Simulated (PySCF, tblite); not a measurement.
Isomers of C7H12FN3, one GFN2-xTB conformer each. Single-point energies are computed at PBE0/pcSseg-1 (PySCF, gas phase, no added dispersion term), electronic only.

```csv
SMILES,GFN2-xTB relative energy (kcal/mol)
CCC(C)(C)n1ncc(F)n1,0.0
CC(C)(C)Cn1nncc1F,7.2
CCC(C)(C)n1nncc1F,6.9
```

Conformers: `[CH3:1][CH2:2][C:3]([CH3:4])([CH3:5])[n:6]1[n:7][cH:8][c:9]([F:10])[n:11]1` with C1–C2–C3–C4 180°, C2–C3–N6–N7 -120°; `[CH3:1][C:2]([CH3:3])([CH3:4])[CH2:5][n:6]1[n:7][n:8][cH:9][c:10]1[F:11]` with C2–C5–N6–N7 -80°; `[CH3:1][CH2:2][C:3]([CH3:4])([CH3:5])[n:6]1[n:7][n:8][cH:9][c:10]1[F:11]` with C1–C2–C3–C4 178°, C2–C3–N6–N7 -117°.

Problem. What does PBE0/pcSseg-1 give for the same structures?

Solution. 
```json
{"SMILES": "CCC(C)(C)n1ncc(F)n1", "PBE0/pcSseg-1 E (Eh)": "-537.37408", "PBE0/pcSseg-1 (kcal/mol)": "0.0", "GFN2-xTB (kcal/mol)": "0.0", "point group": "C1"}
{"SMILES": "CC(C)(C)Cn1nncc1F", "PBE0/pcSseg-1 E (Eh)": "-537.35804", "PBE0/pcSseg-1 (kcal/mol)": "10.1", "GFN2-xTB (kcal/mol)": "7.2", "point group": "C1"}
{"SMILES": "CCC(C)(C)n1nncc1F", "PBE0/pcSseg-1 E (Eh)": "-537.35759", "PBE0/pcSseg-1 (kcal/mol)": "10.4", "GFN2-xTB (kcal/mol)": "6.9", "point group": "C1"}
```

Both levels put the same isomer lowest; measured from each level's own lowest isomer, the values differ by up to 3.5 kcal/mol (CCC(C)(C)n1nncc1F: 6.9 against 10.4). Neighbours under 2.5 kcal/mol apart (CC(C)(C)Cn1nncc1F and CCC(C)(C)n1nncc1F) can change places with a better method, another conformer or zero-point energy.

Problem. Which frontier levels, dipoles and rotational constants go with these structures?

Solution. 
| SMILES | HOMO (eV, PBE0/pcSseg-1) | LUMO (eV) | dipole (D) | A, B, C (MHz) |
| --- | --- | --- | --- | --- |
| CCC(C)(C)n1ncc(F)n1 | -7.50 | -0.13 | 2.04 | 1893, 760.9, 743.5 |
| CC(C)(C)Cn1nncc1F | -7.57 | -0.03 | 3.57 | 1956, 834.3, 688.8 |
| CCC(C)(C)n1nncc1F | -7.51 | 0.16 | 3.67 | 1530, 992.0, 897.0 |

Problem. What happens when harmonic zero-point energies from GFN2-xTB frequencies are added?

Solution. 
| SMILES | ZPE (kcal/mol) | electronic (kcal/mol) | with ZPE (kcal/mol) |
| --- | --- | --- | --- |
| CCC(C)(C)n1ncc(F)n1 | 118.7 | 0.0 | 0.0 |
| CC(C)(C)Cn1nncc1F | 118.5 | 10.1 | 10.0 |
| CCC(C)(C)n1nncc1F | 118.5 | 10.4 | 10.2 |

The zero-point energies span 0.2 kcal/mol. The order is unchanged.
